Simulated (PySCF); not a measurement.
PySCF 2.14 output of an unrestricted PBEsol calculation on a single atom or ion in x2c-QZVPPall (13s8p7d4f2g, 118 functions), with scalar relativity by spin-free X2C-1e:

```
SCF conv_tol = 1e-09
number electrons alpha = 24  beta = 20
    J. P. Perdew, A. Ruzsinszky, G. I. Csonka, O. A. Vydrov, G. E. Scuseria, L. A. Constantin, X. Zhou, and K. Burke.,  Phys. Rev. Lett. 100, 136406 (2008)
    J. P. Perdew, A. Ruzsinszky, G. I. Csonka, O. A. Vydrov, G. E. Scuseria, L. A. Constantin, X. Zhou, and K. Burke.,  Phys. Rev. Lett. 100, 136406 (2008)
cycle= 1 E= -4527.55083378199  delta_E= -0.0343  |g|= 0.0749  |ddm|= 0.457
cycle= 2 E= -4527.55084892982  delta_E= -1.51e-05  |g|= 0.0559  |ddm|= 0.0853
cycle= 3 E= -4527.55118553734  delta_E= -0.000337  |g|= 0.0146  |ddm|= 0.0406
cycle= 4 E= -4527.55123945248  delta_E= -5.39e-05  |g|= 0.00118  |ddm|= 0.0145
cycle= 5 E= -4527.55123990392  delta_E= -4.51e-07  |g|= 0.000198  |ddm|= 0.00176
cycle= 6 E= -4527.55123991553  delta_E= -1.16e-08  |g|= 8.93e-06  |ddm|= 0.000311
cycle= 7 E= -4527.55123991555  delta_E= -2.09e-11  |g|= 1.98e-06  |ddm|= 4.64e-05
converged SCF energy = -4527.55123991555  <S^2> = 6.0106927  2S+1 = 5.0042753
```

The run itself started from symmetry-adapted Hartree-Fock orbitals and held the occupation by maximum overlap, on a logarithmic radial grid, so the iterations belong to that start.

Q: Which element, charge and spin multiplicity is this?

A: Ru (ruthenium, neutral), multiplicity 5; the state was [Kr] 4d6 5s2, high-spin 5D determinant (an excited configuration).
